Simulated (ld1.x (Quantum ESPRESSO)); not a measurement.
# Zn (Z = 30) PAW: all-electron and pseudo phase curves

```
Element                 : Zn
Generator               : ld1.x (Quantum ESPRESSO) 7.5
Type                    : PAW
Functional              : LDA (PZ)
Relativity              : fully relativistic
Frozen core             : [Ne]
Valence charge          : 20
Reference configuration : 3s2 3p6 3d10 4s1.5 4p0 (charge +0.5)
Partial waves           : 3s (bound): rcut 1.00, rcutus 1.10 bohr; 4s (bound): rcut 1.00, rcutus 1.10 bohr; 3p (bound): rcut 1.40, rcutus 1.50 bohr; 4p (bound, empty): rcut 1.40, rcutus 1.50 bohr; 3d (bound): rcut 0.95, rcutus 1.25 bohr; 3d channel at -0.75 Ry: rcut 0.95, rcutus 1.25 bohr
Local potential         : all-electron potential smoothed inside 1.45 bohr (lloc = -2)
Core correction         : a·sin(br)/r model core, default radius (core density twice the valence density)
Augmentation charge     : BESSEL, radius 0.70 bohr
```

Open shells are filled in proportion to 2j + 1 (rel_dist='average').

The phase is arctan(r·u′/u) with u = r·R(r), unwrapped; energies in Ry, scanned from -12 to 5 Ry. A pole is an energy at which the radial function vanishes at the test radius. The pseudo phase is shifted by a multiple of π to meet the all-electron one at the reference energy, and phase errors are pseudo minus all-electron; the curves can meet again beyond the range given. Levels narrower than the energy grid can be missing from the lists of poles.

**Question.** For each channel, where are the poles, and over which energies does the pseudopotential scatter like the atom?

**Answer.**

| channel | radius (bohr) | reference energy (Ry) | poles, all-electron | poles, pseudo | unbroken range about the reference energy with phases within 0.05 rad | phase error 1 Ry above the reference energy (rad) |
| --- | --- | --- | --- | --- | --- | --- |
| s | 1.66 | -0.75 | -9.68 | -9.68 | the whole range | +0.000 |
| p1/2 | 1.66 | -0.33 | -6.43 | -6.43 | the whole range | +0.002 |
| p3/2 | 1.66 | -0.32 | -6.19 | -6.19 | the whole range | -0.000 |
| d3/2 | 1.66 | -1.12 | -0.58 | -0.58 | the whole range | -0.000 |
| d5/2 | 1.66 | -1.10 | -0.54 | -0.54 | the whole range | -0.000 |

The ghost test of this file was not conclusive.

Phases in the p1/2 channel:

```csv
E (Ry),all-electron,pseudo
-12.00,1.380,1.381
-11.52,1.375,1.375
-11.04,1.369,1.370
-10.56,1.362,1.363
-10.08,1.354,1.355
-9.60,1.345,1.346
-9.12,1.334,1.335
-8.64,1.319,1.321
-8.16,1.298,1.300
-7.68,1.261,1.262
-7.20,1.155,1.157
-6.72,-0.747,-0.745
-6.24,-1.660,-1.660
-5.76,-1.744,-1.743
-5.28,-1.781,-1.780
-4.80,-1.807,-1.807
-4.32,-1.830,-1.829
-3.84,-1.853,-1.852
-3.36,-1.876,-1.875
-2.88,-1.902,-1.902
-2.40,-1.933,-1.932
-1.92,-1.969,-1.969
-1.44,-2.014,-2.014
-0.96,-2.072,-2.072
-0.48,-2.150,-2.150
0.00,-2.258,-2.257
0.48,-2.415,-2.414
0.96,-2.651,-2.647
1.44,-2.993,-2.983
1.92,-3.408,-3.390
2.40,-3.779,-3.756
2.88,-4.043,-4.021
3.36,-4.219,-4.198
3.84,-4.339,-4.319
4.32,-4.424,-4.404
4.80,-4.487,-4.468
```
